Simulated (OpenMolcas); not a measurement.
Nb⁺: terms and fine structure

```
Program             : OpenMolcas 26.06
Method              : XMS-CASPT2, IPEA 0.25 Eh, imaginary shift 0.1 Eh (closed shells correlated: 4s 4p)
Basis               : ANO-RCC-VTZP [7s6p4d2f1g]
Scalar Hamiltonian  : DKH2, point nucleus
Active space        : 4 electrons in 6 orbitals (4d 5s)
State averaging     : 2S+1 = 5 even, 15 roots; 2S+1 = 3 even, 102 roots kept (CI in the orbitals of an earlier block, 97 in the spin-orbit step); 2S+1 = 1 even, 84 roots kept (CI in the orbitals of an earlier block)
Spin-orbit coupling : state interaction with AMFI integrals over the reference wave functions, term energies averaged over their components
```

Spin-free terms above the lowest, with the occupations of the reference:

```csv
Configuration,Term,E (eV),Occupations
4d4,5D,0.0000,4d 4.00
4d3 5s,5F,0.1806,4d 3.00 5s 1.00
4d4,3P(1),0.802,4d 3.55 5s 0.45
4d3 5s,3F(1),0.902,4d 3.43 5s 0.57
4d3 5s,5P,1.182,4d 3.00 5s 1.00
4d4,3H,1.277,4d 3.83 5s 0.17
4d3 5s,3G,1.306,4d 3.33 5s 0.67
4d3 5s,1D(1),1.467,4d 3.38 5s 0.62
4d3 5s,3F(2),1.499,4d 3.36 5s 0.64
4d3 5s,3D,1.652,4d 3.36 5s 0.64
4d3 5s,3P(1),1.722,4d 3.12 5s 0.88
4d3 5s,1G,1.825,4d 3.19 5s 0.81
4d4,3G,1.975,4d 3.67 5s 0.33
4d4,1I,2.018,4d 4.00
```

With spin-orbit coupling, above the lowest level:

```tsv
Configuration	Term	J	E (eV)	Measured (eV)	Term weight %	Second
4d4	5D	0	0.0000	0.0000	97	2 3P(1)
4d4	5D	1	0.0215	0.0197	98	
4d4	5D	2	0.0591	0.0543	99	
4d4	5D	3	0.1073	0.0994	100	
4d4	5D	4	0.1629	0.1519	99	
4d3 5s	5F	1	0.1635	0.2922	100	
4d3 5s	5F	2	0.1959	0.3260	100	
4d3 5s	5F	3	0.2437	0.3756	100	
4d3 5s	5F	4	0.305	0.4392	100	
4d3 5s	5F	5	0.379	0.5140	99	
4d4	3P(1)	0	0.759	0.6896	94	2 5D
4d4	3P(1)	1	0.841	0.7677	96	
4d3 5s	3F(1)	2	0.931		96	
4d4	3P(1)	2	0.983	0.9003	93	2 4d3 5s 5P
4d3 5s	3F(1)	3	0.991		97	2 3G
4d3 5s	3F(1)	4	1.054		94	3 3G
4d3 5s	5P	1	1.243		98	
4d3 5s	5P	2	1.269		95	3 3P(1)
4d3 5s	5P	3	1.324		100	
4d4	3H	4	1.326		86	8 4d3 5s 3G
4d4	3H	5	1.366		84	12 4d3 5s 3G
4d3 5s	3G	3	1.376		93	3 4d4 3G
4d4	3H	6	1.414		97	
4d3 5s	3G	4	1.423		84	10 4d4 3H
4d3 5s	3G	5	1.466		84	14 4d4 3H
4d3 5s	3F(2)	2	1.517		77	10 1D(1)
4d3 5s	1D(1)	2	1.577		79	10 3F(2)
4d3 5s	3F(2)	3	1.585		85	5 3F(4)
4d3 5s	3F(2)	4	1.651		86	5 1G
4d3 5s	3D	1	1.750		96	
4d3 5s	3D	2	1.764		80	14 3P(1)
4d3 5s	3D	3	1.780		92	4 4d4 3D
4d3 5s	3P(1)	1	1.849		93	
4d3 5s	3P(1)	2	1.855		76	11 3D
4d3 5s	3P(1)	0	1.863		98	
4d3 5s	1G	4	1.934		81	10 4d4 3G
4d4	3G	3	2.040		94	3 4d3 5s 3G
4d4	3G	4	2.078		64	24 4d3 5s 3H
4d4	3G	5	2.114		82	15 4d3 5s 3H
4d4	1I	6	2.134		95	4 4d3 5s 3H
```

Against the 12 measured excited levels shown (NIST Handbook of Basic Atomic Spectroscopic Data) the mean absolute deviation is 610 cm-1; the largest miss in energy is 4d3 5s 5F5: computed 0.379, measured 0.5140 eV (-26.4 %), and the largest in proportion 4d3 5s 5F1 (-44.0 %).

Spin-orbit coupling puts the lowest level 0.1135 eV below the lowest spin-free term.

For 5D the intervals divided by the larger J are 173.6, 151.5, 129.7, 112.0 cm-1. Landé's interval rule makes them equal in pure LS coupling; they differ by 43 % of their mean. The multiplet is regular.

CASPT2 does not keep the components of a term degenerate, so their means are used; among the terms shown or strongly mixed into the levels shown the widest spread is 1700 cm-1 (4d4 1I). Over all roots computed the reference weight is 0.81 to 0.92; the roots of lowest weight are the least certain, and an intruder state may touch them. Some high roots are left out of the spin-orbit mixing, which shifts the levels that they would mix with. Terms from blocks run as CI alone lack orbitals of their own. Configurations are named by rounded mean occupations; where the s occupation lies near a half they are strongly mixed, a name can repeat and a true partner stay unpaired. A single d shell beside an s shell can misplace configurations of different d count against each other. The CASPT2 spread within a term exceeds the gap to the next term for 4d4 3P(1) and 4d3 5s 3F(1), 4d3 5s 5P and 4d4 3H, 4d4 3H and 4d3 5s 3G and others, so the order of their levels is uncertain, and so are names and mixing where such terms share a J. Measured partners are found by configuration, term and J. A level has none where our copy of the source lacks it or the pairing is in doubt (some pairs that miss far off the trend of their configuration count as doubtful), and it then counts in no deviation. Levels of configurations outside the active space are missing. The first state left out of the spin-orbit step lies near 41000 cm-1 above the lowest spin-free state of the reference (among the parities and spins computed), and the list stops at four fifths of that energy or lower. The table shows the lowest 40 of 69 levels.

The term weight is that of the spin-free term in the level, not the purity of its configuration. A number in round brackets counts repeated terms of one configuration in the order of the reference energies.
